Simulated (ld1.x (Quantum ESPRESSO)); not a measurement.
zinc (Zn): excitation energies, all-electron against TM

```json
{
 "Element": "zinc",
 "Generator": "ld1.x (Quantum ESPRESSO) 7.5",
 "Type": "norm-conserving Troullier–Martins (Kleinman–Bylander form)",
 "Functional": "PBE",
 "Relativity": "non-relativistic",
 "Frozen core": "[Ne] 3s2",
 "Valence charge": "18",
 "Reference configuration": "3p6 3d10 4s1 4p0 (charge +1)",
 "Partial waves": "4s (bound): rc 2.05 bohr; 3p (bound): rc 1.00 bohr; 3d (bound): rc 0.95 bohr",
 "Local potential": "the d channel",
 "Core correction": "none"
}
```

Energies are relative to the spin-unpolarised reference configuration 3p6 3d10 4s1 4p0; without spin polarisation the order of configurations can differ from experiment.

| valence configuration | charge | ΔE all-electron (eV) | error AE − PS (meV) |
| --- | --- | --- | --- |
| 3p6 3d10 4s2 4p0 | 0 | -9.667 | -1.1 |
| 3p6 3d10 4s0 4p0 | +2 | 18.082 | -7.8 |
| 3p6 3d9 4s0 4p0 | +3 | 58.905 | +41 |
| 3p6 3d8 4s0 4p0 | +4 | 121.122 | +35 |
| 3p6 3d10 4s1 4p1 | 0 | -4.796 | -17 |
| 3p6 3d10 4s1.5 4p0 | +0.5 | -5.820 | -0.5 |

Question: What are ΔE and the potential's error for 3p6 3d9 4s2 4p1?

Answer: ΔE = 3.036 eV all-electron; the error (AE − PS) is -97 meV.

ld1.x printed “convergence not achieved” for 3 of the counted tests; their residual had stalled under 1e-8, short of the target of 1e-14.

Note: ghost state, extra bound levels that the all-electron valence spectrum of the same l lacks: s at -522.6 eV. A true bound ghost makes a file unfit for plane-wave use.
